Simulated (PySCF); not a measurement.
# Heteronuclear NMR

Geometry (Å), atoms numbered from 1 in this order:
```xyz
19

C     3.733   -0.726    0.458
S     2.000   -1.274    0.340
Si    1.037    0.639    0.260
C    -0.804    0.340    0.077
C    -1.344   -0.953    0.039
C    -2.718   -1.149   -0.097
C    -3.573   -0.053   -0.199
C    -3.052    1.240   -0.165
C    -1.679    1.433   -0.028
H     4.036   -0.162   -0.435
H     4.347   -1.633    0.529
H     3.901   -0.116    1.358
H     1.333    1.424    1.501
H     1.570    1.439   -0.888
H    -0.686   -1.823    0.117
H    -3.122   -2.164   -0.124
H    -4.650   -0.207   -0.306
H    -3.719    2.102   -0.245
H    -1.287    2.455   -0.003
```

- σ from GIAO-PBE0/pcSseg-1
- PBE0-D3(BJ)/def2-SVP structure
- code: PySCF 2.14.0 with density-fitted response routines
- averaged over atoms made equivalent by symmetry, fast rotation or ring inversion, non-relativistic Hamiltonian, no solvent, single conformer

Question: Predict the 29Si NMR data.

Answer: 
| atoms | environment | σ (ppm) | δ (ppm) |
| --- | --- | --- | --- |
| Si3 | silicon bonded to C, S, 2 H | 373.6 | -31.6 |

Shieldings were converted by a linear fit to measured shifts: 29Si (scatter 9.7 ppm rms, 23.4 ppm with the 5 outliers that the fit left out vs TMS, solution or neat liquid). Occasional misses reach two or three times the rms, and more in compound classes unlike the fitted ones.

On a 300 MHz spectrometer 29Si resonates near 59.6 MHz, so 1 ppm is 59.6 Hz.

Question: Predict the 33S NMR data.

Answer: 
| atoms | environment | σ (ppm) | δ (ppm) |
| --- | --- | --- | --- |
| S2 | sulfur bonded to C, Si | 725.6 | -524 |

Shieldings were converted by a linear fit to measured shifts: 33S: δ = 138.96 − 0.913σ (rms 31.7 ppm, 19 shifts vs sulfate, solution or neat liquid). A few per cent of atoms miss by over 2 rms, more outside the fitted compound classes.
